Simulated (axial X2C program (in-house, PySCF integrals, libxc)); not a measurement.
Low determinants of NiGe at the PBE0 level, 2c

Calculated with an in-house all-electron X2C program for linear molecules (integrals from PySCF). Two-component (2c) means X2C with spin–orbit coupling and atomic mean-field two-electron Coulomb and Gaunt terms. Basis: Ge dyall-cv3z [9s9p7d4f1g], Ni dyall-cv3z [9s9p6d3f2g] (cores contracted in-house); Gaussian nuclei, density fitting, unrestricted open shells. Masses: Ge 73.921 u, Ni 57.935 u.

Search at 2.310 Å (vertical energies from the lowest determinant):

```tsv
ΔE (eV)	state	electrons beyond evenly filled partner blocks	electrons in ±ω = 1/2, 3/2, 5/2, 7/2
0.00	Ω = 3	ω = 1/2, ω = 5/2	41 16 3 0
0.01	Ω = 2	ω = -1/2, ω = 5/2	41 16 3 0
0.12	Ω = 4	ω = 3/2, ω = 5/2	40 17 3 0
0.14	Ω = 1	ω = -3/2, ω = 5/2	40 17 3 0
0.16	Ω = 2	ω = 1/2, ω = 3/2	41 15 4 0
0.17	Ω = 1	ω = -1/2, ω = 3/2	41 15 4 0
0.25	Ω = 3	2 × ω = 3/2	40 16 4 0
```

Lowest determinant, Ω = 3 (⟨Sz⟩ = 0.00, ⟨Lz⟩ = 3.00 at PBE0): Re = 2.257 Å, ωe = 274.6 cm⁻¹.

The determinant in row 2 of the search, Ω = 2 (⟨Sz⟩ = 1.00, ⟨Lz⟩ = 1.00 at PBE0), was followed along the bond at PBE0; measured from the minimum of the lowest determinant it gives:

Te = 0.008 eV (63 cm⁻¹), Re = 2.248 Å, ωe = 277.0 cm⁻¹.

Problem. Compare the bond of the determinant in row 2 with that of the lowest one.

Solution. At PBE0 its Re is 0.009 Å shorter and its force constant, which goes as ωe², is 1.02 times that of the lowest determinant. T0 ≈ Te + Δωe/2 = 63 + (1) = 64 cm⁻¹.

The search compares states at one distance, so a state with another bond length can lie lower; it is not exhaustive and yields mostly the lowest determinant of each block pattern, so other components and higher states of one pattern are missing. These are energies of single determinants, not of spin-adapted states; PBE0 term energies can be off by some tenths of an eV, and the functional has no current term. Open-shell Ω = 0 determinants with evenly filled partner blocks cannot be reached by this program, so the Ω shown need not be the lowest component. The lowest determinant need not be the ground state where others lie within half an eV.
